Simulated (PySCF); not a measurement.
# Mayer bond orders and bond lengths

Species: C₆H₉NO.
SMILES with atom numbers: `[CH:1]#[C:2][CH2:3][CH2:4][CH2:5][NH:6][CH:7]=[O:8]` (hydrogens: H9 on C1; H10, H11 on C3; H12, H13 on C4; H14, H15 on C5; H16 on N6; H17 on C7)

Structure used (GFN2-xTB), in Å, numbered top down from 1:
```
atom  x, y, z in Å
C1     3.0305    0.4716   -1.2221
C2     2.4029   -0.1442   -0.4104
C3     1.6263   -0.8591    0.5828
C4     0.3475   -0.0985    0.9481
C5    -0.6032   -0.0138   -0.2471
N6    -1.7791    0.7734    0.0523
C7    -2.9909    0.2206    0.2391
O8    -3.2488   -0.9520    0.1358
H9     3.5898    1.0003   -1.9349
H10    1.3682   -1.8470    0.1916
H11    2.2411   -0.9947    1.4771
H12    0.6084    0.9103    1.2788
H13   -0.1560   -0.6091    1.7710
H14   -0.9583   -1.0112   -0.5160
H15   -0.0810    0.4239   -1.1039
H16   -1.6488    1.7603    0.2062
H17   -3.7554    0.9811    0.4903
```

Bond orders from the PBE0/pcSseg-1 density (PySCF). Geometry: GFN2-xTB, one conformer, isolated molecule.

(1) Where do the orders between heavy atoms depart from those drawn in the SMILES?

(2) Give the Mayer order of every bond between heavy atoms, beside its length.

Answers

(1) The largest departure is 0.429, at C1–C2 (drawn triple, 2.571). Drawn single, order above 1.12: N6–C7 (1.197). Drawn double or triple, more than 0.30 short of the drawn order: C1–C2 (2.571).

(2) 
| bond | drawn as | length (Å) | Mayer order |
| --- | --- | --- | --- |
| C1–C2 | triple | 1.197 | 2.571 |
| C2–C3 | single | 1.449 | 1.051 |
| C3–C4 | single | 1.532 | 1.057 |
| C4–C5 | single | 1.530 | 1.023 |
| C5–N6 | single | 1.446 | 0.899 |
| N6–C7 | single | 1.345 | 1.197 |
| C7–O8 | double | 1.205 | 1.896 |

By pair of heavy elements: C–C: lowest C4–C5 (1.023, 1.530 Å), highest C1–C2 (2.571, 1.197 Å). C–N: lowest C5–N6 (0.899, 1.446 Å), highest N6–C7 (1.197, 1.345 Å).

Task: And the bonds to hydrogen?

Result: C–H: 0.92 to 1.15 (8 bonds); H–N: 0.93 (1 bond).

Task: Sum the orders of all bonds at each heavy atom with more than one neighbour and set the sums beside the valence in the SMILES.

Result: C1 3.716 (drawn 4), C2 3.622 (drawn 4), C3 3.943 (drawn 4), C4 3.975 (drawn 4), C5 3.802 (drawn 4), N6 3.025 (drawn 3), C7 4.027 (drawn 4). Orders between atoms that aren't bonded are not in these sums.

Mayer orders depend on the basis set.
